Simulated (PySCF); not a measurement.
Positional isomers: furan mercapto+boryl. All species are isolated molecules in the gas phase. One relaxed conformer stands for each flexible species; it need not be the lowest. Strings in code marks are SMILES.

The HOMO from two functionals at the same geometries (PBE0-D3(BJ)/def2-SVP), both in PySCF: PBE-D3(BJ)/def2-TZVP and ωB97X-D3(BJ)/def2-TZVP. 

```tsv
species	PBE-D3(BJ)/def2-TZVP (eV)	ωB97X-D3(BJ)/def2-TZVP (eV)
`c1cc(oc1B)S`	-5.67	-8.65
`o1c(cc(B)c1)S`	-5.98	-9.20
`Bc1cocc1S`	-5.40	-8.68
`Bc1occc1S`	-5.72	-8.91
```

Over these rows, drawn at random from the members with no instability flagged (it was tested for open shells, ions and some series alone), PBE minus ωB97X-D3(BJ): mean +3.17 eV, from +2.98 eV to +3.28 eV.
